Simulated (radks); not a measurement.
Charge is removed step by step from the 1s down level of the lead ion Pb80+, starting from 1s(up 1, down 1). Method: scalar-relativistic Kohn-Sham, PBE, spin-polarised, spherical densities, finite nucleus; Fermi nuclear charge, rms radius 5.5012 fm; computed with a radial shooting solver on a logarithmic mesh with Libxc functionals.

| removed (e) | E - E(0) (eV) | eigenvalue (eV) |
|---|---|---|
| 0 | 0.000 | -99292 |
| 0.125 | 12421.7 | -99456 |
| 0.25 | 24864 | -99616 |
| 0.375 | 37326 | -99772 |
| 0.5 | 49806 | -99922 |
| 0.625 | 62306 | -100062 |
| 0.75 | 74821 | -100186 |
| 0.875 | 87351 | -100277 |

The mean slope of the eigenvalue, de/dn, is 1130 eV per electron.
